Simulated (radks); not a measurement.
Values are calculated unless marked as measured or tabulated.
Valence configurations of neutral tungsten (all share [Xe]). Code: a radial shooting solver on a logarithmic mesh with Libxc functionals. Model: Dirac Kohn-Sham, PBE, spin-unpolarised, spherical densities, finite nucleus; open shells fill j = l - 1/2 first; Fermi nuclear charge, rms radius 5.3658 fm. Energies are relative to 4f14 5d4 6s2; eigenvalues in eV.

| valence | E (eV) | e(4f5/2) | e(4f7/2) | e(5d3/2) | e(5d5/2) | e(6p1/2) |
|---|---|---|---|---|---|---|
| 4f14 5d4 6s2 | 0.000 | -33.791 | -31.555 | -4.648 | - | - |
| 4f14 5d4 6s1 6p1 | 4.032 | -35.109 | -32.873 | -5.812 | - | -2.312 |
| 4f12 5d6 6s2 | 71.316 | -52.404 | -49.982 | -6.940 | -5.973 | - |
| 4f14 5d3.5 6s2 6p0.5 | 1.694 | -35.679 | -33.441 | -5.981 | - | -2.176 |
| 4f12.5 5d5.5 6s2 | 50.384 | -47.577 | -45.201 | -6.366 | -5.463 | - |
| 4f13 5d5 6s2 | 31.559 | -42.863 | -40.534 | -5.793 | -4.954 | - |
| 4f11 5d7 6s2 | 119.72 | -62.387 | -59.870 | -8.092 | -6.999 | - |
| 4f14 5d6 | 4.340 | -30.532 | -28.296 | -2.669 | -2.073 | - |
| 4f14 5d5 6s1 | 1.941 | -31.942 | -29.705 | -3.508 | -2.858 | - |
| 4f13 5d4 6s2 6p1 | 35.700 | -46.737 | -44.407 | -8.617 | - | -2.680 |

NIST lists [Xe] 4f14 5d4 6s2 as the ground configuration; this level of theory agrees among the configurations tried. The energies are those of spherical spin-averaged densities, not of single terms.
